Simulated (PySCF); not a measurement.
SeCl₄, SMILES Cl[Se](Cl)(Cl)Cl.

Coordinates come from a PBE-D3(BJ)/def2-SVP optimisation. The isomer is the one that the SMILES or the coordinates give; other isomers of the formula were not compared.

Level of theory: HF/def2-TZVP (PySCF).

Symmetry labels are those of the subgroup C2v that the program uses (full group C2v).

Computed valence orbital energies around the gap with their symmetry:
| orbital | symmetry | energy (eV) |
|---|---|---|
| HOMO−7 | A1 | -14.43 |
| HOMO−6 | B2 | -14.05 |
| HOMO−5 | B1 | -14.04 |
| HOMO−4 | B1 | -12.36 |
| HOMO−3 | A1 | -12.35 |
| HOMO−2 | B2 | -12.34 |
| HOMO−1 | A2 | -12.29 |
| HOMO | A1 | -10.63 |
| LUMO | A1 | -0.94 |
| LUMO+1 | B1 | -0.58 |
| LUMO+2 | B2 | 0.81 |
| LUMO+3 | B1 | 7.20 |
